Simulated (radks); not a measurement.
Q: All-electron atom: the iron ion Fe2+ in [Ne] 3s2 3p4 3d6 4p2 (not the ground configuration). Method: scalar-relativistic Kohn-Sham, LDA (Slater exchange, Perdew-Wang correlation), spin-polarised, spherical densities, point nucleus; open shells are filled with parallel spins first; computed with a radial shooting solver on a logarithmic mesh with Libxc functionals. Some entries of the table are withheld. Estimate them.

orbital,occ.,eigenvalue (eV),<r^2> (bohr^2)
1s up,1,-7029.518,0.004610
1s down,1,-7028.270,0.004609
2s up,1,-860.1372,0.08455
2s down,1,-856.5324,0.08413
2p up,3,-740.7119,0.06830
2p down,3,-737.3834,0.06792
3s up,1,-133.8921,(1)
3s down,1,-125.3737,(2)
3p up,3,-99.7600,0.8004
3p down,1,-91.4645,0.8244
3d up,5,-45.2989,1.055
3d down,1,-37.6283,1.161
4p up,2,-20.2280,7.331
4p down,0,-17.1737,8.328

A: 
(1) 3s up <r^2> (bohr^2): 0.7253
(2) 3s down <r^2> (bohr^2): 0.7394
